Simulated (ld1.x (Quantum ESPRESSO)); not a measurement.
# nickel: one change to a PAW potential, before and after

| Quantity | Value |
| --- | --- |
| Element | nickel |
| Generator | ld1.x (Quantum ESPRESSO) 7.5 |
| Type | PAW |
| Functional | PBE |
| Relativity | scalar-relativistic |
| Frozen core | [Ar] |
| Valence charge | 10 |
| Reference configuration | 3d8 4s1.5 4p0 (charge +0.5) |
| Partial waves | 4s (bound): rcut 1.90, rcutus 2.10 bohr; 4s channel at 0.5 Ry: rcut 1.90, rcutus 2.10 bohr; 4p (bound, empty): rcut 2.65, rcutus 3.00 bohr; 4p channel at 0.05 Ry: rcut 2.65, rcutus 3.00 bohr; 3d (bound): rcut 1.15, rcutus 1.35 bohr; 3d channel at 0.7 Ry: rcut 1.15, rcutus 1.35 bohr |
| Local potential | all-electron potential smoothed inside 2.95 bohr (lloc = -1) |
| Core correction | Bessel-smoothed model core inside 0.70 bohr |
| Augmentation charge | PSQ, inside the norm-conserving radii |

All-electron outer shells of the reference configuration (PBE, scalar-relativistic, ld1.x):

```json
{"shell": "3p", "level (eV)": "-75.74", "outermost node (bohr)": "0.27", "outermost maximum (bohr)": "0.65"}
{"shell": "3d", "level (eV)": "-13.20", "outermost node (bohr)": "–", "outermost maximum (bohr)": "0.63"}
{"shell": "4s", "level (eV)": "-9.28", "outermost node (bohr)": "0.92", "outermost maximum (bohr)": "2.18"}
{"shell": "4p", "level (eV)": "-4.22", "outermost node (bohr)": "1.00", "outermost maximum (bohr)": "2.87"}
```

Change: local potential all-electron potential smoothed inside 1.38 bohr (lloc = -1).

Cutoffs: the cutoffs (Ry, on a coarse ladder) from which the occupation-weighted sum of valence levels, in a spherical-Bessel basis at the reference potential, stays within 10 and 1 mRy of its value at 400 Ry; they do not see the model core or the augmentation charge, which bear on the density cutoff. Errors are all-electron minus pseudo energies relative to the spin-unpolarised reference configuration.

Problem. How do hardness, ghosts and transferability respond?

Solution. The potential gets neither clearly harder nor softer (60 Ry and 110 Ry → 60 Ry and 100 Ry); the number of tests that count goes from 7 to 6; of the 6 tests that both files solve, the error grows in 0 and shrinks in 3 by more than 15 % and 0.3 meV (median size 5.4 → 4.1 meV); the range in which the s phases agree widens (upper end 1.8 → at the end of the scan); the range in which the d phases agree widens (upper end 3.7 → at the end of the scan); neither file shows a bound ghost at the reference potential, the only one tested.

| quantity | base | changed |
| --- | --- | --- |
| cutoff, loose | 60 Ry | 60 Ry |
| cutoff, tight | 110 Ry | 100 Ry |
| bound ghosts | none | none |
| tests counted (converged, no solver errors) | 7 of 7 | 6 of 7 |
| error for 3d8 4s2 4p0, meV [ΔE -3.72 eV] | -0.1 | +0.2 |
| error for 3d8 4s1 4p0, meV [ΔE 5.61 eV] | -1.2 | -0.8 |
| error for 3d8 4s0 4p0, meV [ΔE 22.96 eV] | -9.5 | -7.5 |
| error for 3d9 4s1 4p0, meV [ΔE -5.31 eV] | -62 | -56 |
| error for 3d8 4s0 4p2, meV [ΔE 5.78 eV] | -1.3 | -0.6 |
| error for 3d7 4s0 4p0, meV [ΔE 60.42 eV] | -241 | -222 |
| s: phases at 3.23 bohr within 0.05 rad from the reference energy up to (Ry; the scan ends near 5) | 1.8 | to the end of the scan |
| p: phases at 3.23 bohr within 0.05 rad from the reference energy up to (Ry; the scan ends near 5) | 2.3 | 2.0 |
| d: phases at 3.23 bohr within 0.05 rad from the reference energy up to (Ry; the scan ends near 5) | 3.7 | to the end of the scan |
| lowest overlap eigenvalue by channel | s 0.24, p 0.76, d 1.00 | s 0.34, p 0.49, d 1.00 |

Changed file: Tests not counted: 3d7 4s2 4p0 (solver errors, printed error -836 eV).
